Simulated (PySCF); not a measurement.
# Nuclear quadrupole coupling in `C1=C(n2cccc2)S[SiH2]1`

Species: C6H7NSSi.
Atom-mapped SMILES: `[CH:1]1=[C:2]([n:3]2[cH:4][cH:5][cH:6][cH:7]2)[S:8][SiH2:9]1` (hydrogens: H10 on C1; H11 on C4; H12 on C5; H13 on C6; H14 on C7; H15, H16 on Si9)

Structure used (GFN2-xTB), in Å, numbered top down from 1:
```
atom  x, y, z in Å
C1     1.8277    0.4274   -0.5491
C2     0.8111    0.0123    0.2458
N3    -0.5282   -0.0650   -0.0065
C4    -1.4847   -0.5071    0.8718
C5    -2.6984   -0.4370    0.2627
C6    -2.4844    0.0689   -1.0446
C7    -1.1488    0.2869   -1.1811
S8     1.4738   -0.4706    1.8155
Si9    3.2371    0.1794    0.6357
H10    1.7278    0.7788   -1.5603
H11   -1.2094   -0.8324    1.8550
H12   -3.6422   -0.7121    0.6894
H13   -3.2374    0.2459   -1.7868
H14   -0.5893    0.6625   -2.0134
H15    3.8218    1.3363    1.2936
H16    4.1160   -0.9652    0.4609
```

Field gradients from the PBE0/pcSseg-1 density (PySCF, non-relativistic), principal values in atomic units, ordered |Vxx| ≤ |Vyy| ≤ |Vzz|:

```
atom     Vxx     Vyy      Vzz
  N3  0.2071  0.3675  -0.5746
  S8  0.0487  2.2170  -2.2657
```

Task: Find the asymmetry η = (Vxx − Vyy)/Vzz and the couplings χ = eQV/h (234.96 MHz × Q in barn × V in au), with Q(14N) = 0.02044 b, Q(33S) = −0.0678 b.

Result: 
| atom | environment | nucleus | η | χzz (MHz) | χxx (MHz) | χyy (MHz) |
| --- | --- | --- | --- | --- | --- | --- |
| N3 | pyrrole-type nitrogen | 14N | 0.28 | -2.760 | 0.995 | 1.765 |
| S8 | sulfur bonded to C and Si | 33S | 0.96 | 36.09 | -0.78 | -35.32 |

At S8 η is above 0.9: Vyy and Vzz are nearly equal in size and opposite in sign, so a small change could swap them and flip the sign of χzz. 

Task: What is Vzz at N3 in SI units (1 au = 9.71736 × 10²¹ V/m²)?

Result: -0.5746 au = -5.584 × 10²¹ V/m².

Were the hydrogens deuterons (Q(2H) = 0.00286 b), χzz would run from 113 kHz (H15 and H16) to 234 kHz (H12, H13 and H10).

One conformer (not necessarily the lowest) at the GFN2-xTB geometry, without solvent, vibrations or thermal averaging. GFN2-xTB bond lengths can be off by several hundredths of an ångström, more for odd bonds, and the gradients follow them. The small basis limits the accuracy of the gradients.
